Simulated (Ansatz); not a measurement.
Ideal-gas functions of C2H3AlF2, SMILES `F/C=[C](\F)[AlH2]` at 500 K and 1 bar, from an Ansatz frequency run at PBE0-D4/def2-TZVP.

Molar mass 92.02 g/mol, point group Cs (symmetry number 1), electronic degeneracy 1, moments of inertia 63.719, 219.029, 282.747 u Å². Harmonic wavenumbers (cm⁻¹, unscaled): 135, 147, 234, 250, 420, 507, 539, 610, 760, 842, 858, 1128, 1169, 1343, 1689, 1939, 1961, 3222.

Use S(trans) = R[1.5 ln M + 2.5 ln T − 1.1517]; rotational temperatures θ = 24.2544 K / I; S(rot) = R[ln(√π/σ · √(T³/θAθBθC)) + 1.5]; for each mode x = 1.438777 ν̃/T, S = R[x/(eˣ − 1) − ln(1 − e⁻ˣ)] and H = RT x/(eˣ − 1); 1 cm⁻¹ = 0.0119627 kJ/mol; R = 8.31446 J/(mol·K).

Q: By hand: the entropy, in J/(mol·K).

A: Translation 176.0. Rotation: θ = 0.3806, 0.1107, 0.0858 K, giving 118.1. Vibration, mode by mode: 16.23, 15.53, 11.76, 11.23, 7.23, 5.87, 5.45, 4.63, 3.29, 2.73, 2.63, 1.42, 1.30, 0.86, 0.38, 0.21, 0.20, 0.01, in all 91.0. Electronic 0.0. Sum 385.1 J/(mol·K).

Q: By hand: H − E and G − E in kJ/mol, counted from the electronic energy.

A: Zero-point energy ½ × 17753 × 0.0119627 = 106.2; thermal vibration 24.5; translation, rotation and pV give 4 RT = 16.6. H − E = 147.3 kJ/mol, and G − E = 147.3 − 500 × 385.1/1000 = -45.2 kJ/mol.

Vibration gives 24 % of the entropy, 31.8 J/(mol·K) of it from the modes under 150 cm⁻¹: soft modes count most, and the harmonic formula is weakest for them.
